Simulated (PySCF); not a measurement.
Compound: C2H6OSi.
SMILES: `O(C=C)[SiH3]`

Level of theory: TDDFT wB97X-D/def2-SVPD, vertical, gas phase, core orbitals frozen in the response in PySCF 2.14.0, density-fitted response routines. Geometry: PBE0-D3(BJ)/def2-SVP, one conformer, isolated molecule. Torsions of this conformer, `[CH2:1]=[CH:2][O:3][SiH3:4]`: C1–C2–O3–Si4 -2°.

Computed states:

| state | E (eV) | f |
| --- | --- | --- |
| S1 | 6.50 | 0.010 |
| S2 | 7.03 | 0.270 |
| S3 | 7.21 | 0.033 |
| S4 | 7.49 | 0.014 |
| S5 | 7.65 | 0.0038 |
| S6 | 8.19 | 0.0019 |
| S7 | 8.25 | 0.0050 |
| S8 | 8.29 | 0.026 |
| S9 | 8.30 | 0.027 |
| S10 | 8.53 | 0.0015 |

Broadening: Gaussians 0.5 eV wide at half height, area fixed by f = 4.319×10⁻⁹ ∫ε dν̃. The cross-section is σ = 3.8235×10⁻²¹ ε cm², given in Mb (10⁻¹⁸ cm²). The width is an assumption, not a result. The curve ends short of the highest state used, and states not computed would add to its high-energy end.

Task: Give the broadened spectrum and its maxima.

Result: 
| λ (nm) | σ (Mb) |
| --- | --- |
| 156.4 | 3.71 |
| 158.4 | 2.70 |
| 160.5 | 3.24 |
| 162.5 | 5.11 |
| 164.6 | 8.96 |
| 166.6 | 15.44 |
| 168.7 | 25.97 |
| 170.7 | 38.71 |
| 172.8 | 51.70 |
| 174.8 | 59.54 |
| 176.8 | 60.11 |
| 178.9 | 52.98 |
| 180.9 | 41.59 |
| 183.0 | 28.79 |
| 185.0 | 18.57 |
| 187.1 | 11.06 |
| 189.1 | 6.72 |
| 191.2 | 4.17 |
| 193.2 | 2.83 |
| 195.2 | 2.00 |
| 197.3 | 1.38 |
| 199.3 | 0.94 |
| 201.4 | 0.59 |
| 203.4 | 0.35 |
| 205.5 | 0.19 |
| 207.5 | 0.10 |
| 209.6 | 0.05 |
| 211.6 | 0.02 |
| 213.6 | 0.01 |
| 215.7 | 0.00 |

Maxima: 176 nm (7.05 eV), ε about 16000, made up of S2 (91%) (ε in L mol⁻¹ cm⁻¹; maxima over ε = 5, shares over 10%). At its high-energy end, 7.93 eV, the curve is still rising (ε about 980, from S8 and S9).

Task: On this curve, what absorbance would a 10⁻³ mol/L sample give at 193 nm over a 1 cm path?

Result: 193 nm is 6.424 eV, where ε is about 770 L mol⁻¹ cm⁻¹, so A = ε c l ≈ 0.77 (Beer–Lambert, with the gas-phase spectrum and the assumed width).

Task: Coming from long wavelengths, where does ε first pass 100 L mol⁻¹ cm⁻¹?

Result: At about 203 nm (6.11 eV), 0.39 eV below S1.

Task: Does any computed singlet lie in the visible range?

Result: No computed singlet lies in the visible range (380 to 750 nm); the lowest, at 191 nm, stands 3.24 eV above its violet end (3.26 eV).

All these states lie below the vertical ionisation energy of 9.27 eV (ΔSCF).
